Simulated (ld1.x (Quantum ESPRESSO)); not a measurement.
## Ga: one change to a TM semilocal potential, before and after

- Element: gallium
- Generator: ld1.x (Quantum ESPRESSO) 7.5
- Type: norm-conserving Troullier–Martins (semilocal form)
- Functional: LDA (PZ)
- Relativity: scalar-relativistic
- Frozen core: [Ar]
- Valence charge: 13
- Reference configuration: 3d10 4s2 4p1
- Partial waves: 4s (bound): rc 1.45 bohr; 3d (bound): rc 0.75 bohr; 4p (bound): rc 2.30 bohr
- Local potential: the p channel
- Core correction: none

Change: all radii scaled by about 1.08 (s 1.56, p 2.48, d 0.80 bohr).

Cutoffs: the cutoffs (Ry, on a coarse ladder) from which the occupation-weighted sum of valence levels, in a spherical-Bessel basis at the reference potential, stays within 10 and 1 mRy of its value at 400 Ry; they do not see the model core or the augmentation charge, which bear on the density cutoff. Errors are all-electron minus pseudo energies relative to the spin-unpolarised reference configuration.

Q: What does the change do?

A: Of the 9 tests that both files solve, the error grows in 2 and shrinks in 2 by more than 15 % and 0.3 meV (median size 1.3 → 1.4 meV); neither file shows a bound ghost. A semilocal file is local in each channel, so a ghost entry of none says nothing of the separable form that plane-wave codes build from it.

```csv
quantity,base,changed
bound ghosts,none,none
"error for 3d10 4s2 4p0, meV [ΔE 5.89 eV]",-1.0,-1.1
"error for 3d10 4s1 4p0, meV [ΔE 27.39 eV]",+0.8,-2.6
"error for 3d10 4s0 4p0, meV [ΔE 58.99 eV]",+8.4,-0.5
"error for 3d10 4s1 4p2, meV [ΔE 6.61 eV]",+0.9,+1.4
"error for 3d10 4s1 4p1, meV [ΔE 13.34 eV]",+2.5,+2.6
"error for 3d10 4s2 4p1.3, meV [ΔE -0.58 eV]",0.0,+0.1
"error for 3d9 4s2 4p2, meV [ΔE 20.40 eV]",-248,-261
"error for 3d10 4s2 4p1 (spin-polarised), meV [ΔE -0.13 eV]",+1.3,+1.1
"error for 3d10 4s1 4p0 (spin-polarised), meV [ΔE 27.08 eV]",+12,+10
```
